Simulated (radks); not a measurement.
All-electron atom: the iron ion Fe2+ in [Ar] 3d6 (the NIST ground configuration). Method: scalar-relativistic Kohn-Sham, PBEsol, spin-polarised, spherical densities, finite nucleus; open shells are filled with parallel spins first; Fermi nuclear charge, rms radius 3.7377 fm; computed with a radial shooting solver on a logarithmic mesh with Libxc functionals.

Radial electron density D(r) = 4 pi r^2 rho(r):

r (bohr),D(r) (e/bohr),spin D(r)
0.001925,0.5635,-0.0000440
0.002506,0.9181,-0.0000717
0.003263,1.482,-0.000116
0.004283,2.398,-0.000187
0.005578,3.765,-0.000293
0.007263,5.793,-0.000451
0.009457,8.680,-0.000674
0.01241,12.71,-0.000984
0.01616,17.58,-0.00136
0.02105,22.96,-0.00178
0.02741,27.89,-0.00219
0.03597,30.99,-0.00253
0.04684,30.87,-0.00276
0.06099,27.94,-0.00265
0.07942,24.80,-0.000478
0.1042,25.26,0.0122
0.1357,30.20,0.0597
0.1768,34.71,0.200
0.2302,31.98,0.529
0.3021,21.80,1.18
0.3934,13.89,2.11
0.5122,13.98,3.10
0.667,16.65,3.65
0.8685,14.60,3.39
1.14,8.612,2.47
1.484,3.724,1.43
1.933,1.265,0.622
2.517,0.3454,0.189
3.304,0.06427,0.0336
4.302,0.007198,0.00317
5.601,0.0003643,0.000111

D(r) has 3 maxima, at r = 0.0406, 0.187, 0.694 bohr, and minima at 0.0888, 0.444 bohr, inside which lie 2.11, 10.69 electrons.
